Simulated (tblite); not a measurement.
Species: C₄H₅BCl₂.
Atom-mapped SMILES: `[CH3:1][C:2]1=[C:3]([B:4]([Cl:5])[Cl:6])[CH2:7]1` (hydrogens: H8, H9, H10 on C1; H11, H12 on C7)

Computed with GFN2-xTB (tblite), gas phase: L-BFGS steps from a force-field or distance-geometry start until the largest atomic force falls under 0.01 eV/Å.

Step 68: E = -583.2222 eV
```
atom  x, y, z in Å  |  force x, y, z in eV/Å
C1     -1.8284   -0.5958    0.1135    0.015  -0.009   0.030
C2     -0.5538    0.1078   -0.0052    0.007  -0.017  -0.020
C3      0.7647    0.0911   -0.1154    0.021   0.001   0.021
B4      2.0849   -0.6307   -0.1533    0.047   0.032   0.056
Cl5     3.5842    0.2316   -0.0239   -0.091  -0.027  -0.044
Cl6     2.1399   -2.3583   -0.2512   -0.023  -0.004  -0.025
C7      0.0834    1.4478   -0.0188    0.008  -0.007   0.003
H8     -2.0487   -1.1429   -0.8053    0.052   0.047   0.014
H9     -1.7588   -1.3297    0.9168   -0.030  -0.019  -0.001
H10    -2.6423    0.0967    0.3204    0.014  -0.011  -0.009
H11     0.1689    2.0157    0.8997   -0.043   0.003   0.016
H12     0.0073    2.0662   -0.9036    0.023   0.011  -0.042
```

Step 69: E = -583.2231 eV
```
atom  x, y, z in Å  |  force x, y, z in eV/Å
C1     -1.8278   -0.5963    0.1123    0.014  -0.007   0.033
C2     -0.5527    0.1090   -0.0001   -0.012  -0.008  -0.048
C3      0.7656    0.0939   -0.1117    0.027  -0.024   0.041
B4      2.0847   -0.6307   -0.1492    0.057   0.024   0.030
Cl5     3.5869    0.2310   -0.0406   -0.108  -0.042  -0.036
Cl6     2.1364   -2.3607   -0.2421   -0.024   0.034  -0.015
C7      0.0839    1.4501   -0.0176   -0.005  -0.019   0.012
H8     -2.0437   -1.1402   -0.8094    0.052   0.051   0.015
H9     -1.7629   -1.3333    0.9129   -0.010  -0.026   0.004
H10    -2.6449    0.0923    0.3201    0.027   0.003  -0.020
H11     0.1659    2.0160    0.9028   -0.032   0.018  -0.002
H12     0.0096    2.0683   -0.9036    0.015  -0.005  -0.014
```

Step 70: E = -583.2242 eV
```
atom  x, y, z in Å  |  force x, y, z in eV/Å
C1     -1.8275   -0.5964    0.1122    0.013  -0.007   0.028
C2     -0.5526    0.1102    0.0036   -0.019   0.004  -0.057
C3      0.7660    0.0948   -0.1046    0.025  -0.028   0.055
B4      2.0843   -0.6310   -0.1428    0.053   0.031  -0.004
Cl5     3.5874    0.2298   -0.0562   -0.095  -0.032  -0.022
Cl6     2.1353   -2.3601   -0.2383   -0.027   0.018  -0.005
C7      0.0846    1.4517   -0.0173   -0.016  -0.026   0.018
H8     -2.0382   -1.1368   -0.8125    0.040   0.043   0.007
H9     -1.7672   -1.3361    0.9101    0.012  -0.038   0.011
H10    -2.6478    0.0878    0.3204    0.030   0.026  -0.029
H11     0.1607    2.0162    0.9046   -0.021   0.035  -0.022
H12     0.0163    2.0692   -0.9054    0.006  -0.027   0.020
```

Step 71: E = -583.2252 eV
```
atom  x, y, z in Å  |  force x, y, z in eV/Å
C1     -1.8241   -0.5985    0.1091    0.010  -0.002   0.019
C2     -0.5528    0.1150    0.0051   -0.011   0.007  -0.032
C3      0.7665    0.1004   -0.0966    0.020  -0.024   0.052
B4      2.0818   -0.6304   -0.1376    0.041   0.011  -0.027
Cl5     3.5898    0.2217   -0.0890   -0.083  -0.025  -0.010
Cl6     2.1206   -2.3626   -0.2144   -0.025   0.036   0.001
C7      0.0839    1.4570   -0.0133   -0.019  -0.020   0.015
H8     -2.0262   -1.1330   -0.8203    0.020   0.030  -0.003
H9     -1.7619   -1.3437    0.9015    0.023  -0.039   0.012
H10    -2.6510    0.0769    0.3198    0.040   0.038  -0.035
H11     0.1544    2.0195    0.9107   -0.017   0.038  -0.035
H12     0.0202    2.0771   -0.9012    0.002  -0.050   0.043
```

**Question.** Estimate the geometry and energy of step 72. (The exact step hangs on the optimiser's Hessian estimate; all steps are aligned on step 71, rigid shifts and turns removed.)

**Answer.** E = -583.2262 eV, largest force 0.074 eV/Å
```
atom  x, y, z in Å  |  force x, y, z in eV/Å
C1     -1.8203   -0.6002    0.1088    0.010  -0.008   0.004
C2     -0.5524    0.1183    0.0065    0.013   0.004   0.004
C3      0.7676    0.1049   -0.0889   -0.006  -0.002   0.043
B4      2.0806   -0.6298   -0.1329   -0.007   0.009  -0.043
Cl5     3.5905    0.2105   -0.1063   -0.021   0.019   0.000
Cl6     2.1082   -2.3609   -0.2051   -0.027  -0.012   0.004
C7      0.0823    1.4609   -0.0116   -0.011  -0.013   0.012
H8     -2.0150   -1.1295   -0.8247   -0.003   0.010  -0.016
H9     -1.7570   -1.3501    0.8968    0.028  -0.030   0.009
H10    -2.6514    0.0698    0.3193    0.037   0.045  -0.029
H11     0.1478    2.0249    0.9120   -0.016   0.038  -0.033
H12     0.0204    2.0805   -0.9001    0.006  -0.059   0.045
```

The energy changes by -0.0009 eV. The first-order estimate −F·Δx gives -0.0014 eV and the mean of the old and new forces, exact on a quadratic surface, -0.0010 eV. The step makes an angle of 77° with the force vector and moves no atom by more than 0.021 Å.

The cost below is that of the whole relaxation. The run took 0.96 s of wall time on one thread, Arm Neoverse V1 (aarch64), no GPU, shared host.
